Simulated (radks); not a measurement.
Task: The technetium ion Tc+, [Kr] 4d5 5s1. All-electron calculation, non-relativistic Kohn-Sham, exchange-only LDA, spin-polarised, spherical densities, point nucleus. Program: a radial shooting solver on a logarithmic mesh with Libxc functionals. Every spin shell is full or empty, so the densities are truly spherical. Functionals are evaluated on that one density, not self-consistently. Rank these exchange functionals by their error against the exact value of the orbitals, and give that value: LDA, B88, PBEsol, RPBE, OPTX, APBE, TPSS, revTPSS, TASK.

Result: Exact: -124.064 hartree. From best to worst, with 100 (|E| - |E exact|)/|E exact| (equal figures are ties): B88 +0.06, RPBE -0.19, TPSS -0.19, APBE +0.38, revTPSS -0.86, OPTX +1.09, TASK -2.29, PBEsol -2.37, LDA -5.14.
